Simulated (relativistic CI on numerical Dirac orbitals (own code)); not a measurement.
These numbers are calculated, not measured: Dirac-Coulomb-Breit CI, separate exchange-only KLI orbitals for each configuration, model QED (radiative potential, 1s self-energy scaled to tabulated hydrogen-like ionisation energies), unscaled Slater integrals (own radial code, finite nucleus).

The strongest absorption lines from the ground level of an ion, among the configurations computed and to levels below about 932 eV (vacuum wavelength in nm, gf): 1.3526 (0.11), 1.5068 (0.58), 1.5222 (0.35), 1.6834 (0.29), 1.8488 (2.6), 1.8796 (0.42), 2.0897 (0.12), 2.1190 (0.12).

Q: Which ion is it?
A. Cr¹⁶⁺
B. Fe¹⁶⁺
C. Cr¹⁴⁺
D. Ni¹⁸⁺

A: C. Cr¹⁴⁺ has 10 electrons and the ground level 2s²2p⁶ ¹S0; the strongest line goes to 2s²2p⁵3d ¹P°1. The pattern of lines fixes the number of electrons, and along that sequence the line energies rise steadily with the charge (about as its square where n changes within one kind of shell, about linearly where n is kept but much faster in heavy ions where fine structure, which grows about as Z⁴, sets the gap, and irregularly where shells cross), which fixes Z. Configurations outside the model, such as inner-shell arrays, can give stronger lines. At this charge energies of transitions that change n are usually good to better than 1 %, and those within a shell (Δn = 0) to a few per cent.

LS names give the leading component of a level, which can be under half, so a name can repeat, a term be missing and a line seem to break the LS rules.
